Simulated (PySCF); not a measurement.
**Steps of a relaxation of Ce(SH)3**

Ce(SH)3 (singlet in the valence; each metal's 4f electrons, 1 of them, lie in its core potential, out of spins and levels). PySCF 2.14.0, RKS r2SCAN, Ce lcecp-1-SVP with ECP47, S def2-SVP, H def2-SVP; non-relativistic Hamiltonian with scalar-relativistic core potentials where named; density fitting; no spin-orbit coupling. Origin of the start: displaced along the imaginary mode. Columns: position (Å) and force (eV/Å). Energies are counted from the last step; some of the 31 steps are shown. Forces carry noise of the integration grid, about 0.01 to 0.03 eV/Å.

Run from Python with OMP_NUM_THREADS=2. Where DIIS fails, smearing, a level shift and second-order steps follow.
It took 3.6 min on 2 threads of Intel(R) Xeon(R) Platinum 8375C CPU @ 2.90GHz (Ice Lake), on a shared host, from the converged density of the start.

```xyz
7
step 0  E = 0.307 eV
Ce    0.0000    0.0000   -0.4487    -0.01    0.00    0.02
S     2.4853   -0.0066    0.5949    -0.17    0.06    0.56
H     2.0914    0.2500    1.8898     0.16   -0.05   -0.57
S    -1.2369    2.1557    0.5949     0.04   -0.17    0.56
H    -1.2622    1.6862    1.8898    -0.04    0.17   -0.57
S    -1.2484   -2.1490    0.5949     0.14    0.11    0.56
H    -0.8292   -1.9362    1.8898    -0.13   -0.12   -0.57
```

```xyz
7
step 10  E = 0.033 eV
Ce    0.0000    0.0000   -0.1679     0.01   -0.01    0.04
S     2.4606   -0.3884    0.8386     0.01   -0.05   -0.03
H     2.3570    0.7569    1.5525     0.02    0.06    0.02
S    -0.8939    2.3252    0.8386     0.04    0.04   -0.03
H    -1.8340    1.6628    1.5525    -0.06   -0.02    0.01
S    -1.5667   -1.9367    0.8386    -0.05    0.02   -0.03
H    -0.5230   -2.4197    1.5525     0.04   -0.04    0.02
```

```xyz
7
step 20  E = 0.006 eV
Ce    0.0000    0.0000    0.2683    -0.01    0.01    0.01
S     2.5885   -0.3902    0.9091     0.01    0.00    0.02
H     2.7913    0.8806    1.3366    -0.01   -0.01   -0.02
S    -0.9563    2.4368    0.9091    -0.01    0.00    0.02
H    -2.1583    1.9771    1.3366     0.02   -0.01   -0.02
S    -1.6322   -2.0466    0.9091     0.00   -0.01    0.02
H    -0.6330   -2.8577    1.3366     0.00    0.01   -0.02
```

Problem. Where does the relaxation end?

Solution. It converges at step 30 in C3:
```xyz
7
step 30  E = 0
Ce    0.0000    0.0000    0.5643
S     2.6336   -0.3973    0.9943
H     2.9133    0.9195    1.1527
S    -0.9727    2.4794    0.9943
H    -2.2529    2.0632    1.1527
S    -1.6609   -2.0821    0.9943
H    -0.6603   -2.9827    1.1527
```

Problem. How did the contacts change?

Solution. 
```tsv
contact	start (Å)	end (Å)
Ce1–S2 (SH)	2.696	2.698
Ce1–S4 (SH)	2.696	2.698
Ce1–S6 (SH)	2.696	2.698
```


No frequency check is given that shows the relaxed geometry to be a minimum. An lcecp potential fixes the number of 4f electrons, so in runs with it no electron can move into or out of that shell.
